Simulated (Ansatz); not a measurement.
C₂H₃BF₂ (`FB1CC1F`). Charge 0, multiplicity 1.

Z-matrix (Å, degrees):
```
C
B 1 1.517
C 1 1.559 2 59.3
H 1 1.084 2 131.5 3 100.6
H 1 1.093 2 110.5 3 -108.0
F 2 1.305 1 146.2 3 164.0
F 3 1.370 1 119.3 2 -115.3
H 3 1.088 1 111.9 2 112.6
```

Task: List the harmonic frequencies (cm⁻¹, unscaled) at PBE0-D4/def2-TZVP in Ansatz. (Best estimate.)

Result: The calculation gave: 144, 278, 353, 451, 638, 712, 781, 936, 945, 1031, 1135, 1163, 1342, 1365, 1629, 3094, 3135, 3206.

Task: Is this a minimum?

Result: Yes, all 18 modes are real.

Task: Give the ideal-gas thermochemistry at 298.15 K and 1 bar (rigid rotor, harmonic oscillator; point group C1, symmetry number 1).

Result: Zero-point energy 133.6 kJ/mol; H(298) − E = 149.4 kJ/mol; entropy 301.6 J/(mol·K), of which translation 162.8, rotation 106.9, vibration 31.9; G(298) − E = 59.5 kJ/mol.

Task: And at 400, 500, 600, 800 and 1000 K?

Result: 
```
T (K)  H − E (kJ/mol)  S (J/mol/K)  G − E (kJ/mol)
  400           158.4        327.4            27.4
  500           168.7        350.4            -6.5
  600           180.3        371.5           -42.6
  800           206.1        408.5          -120.7
 1000           234.4        440.0          -205.6
```
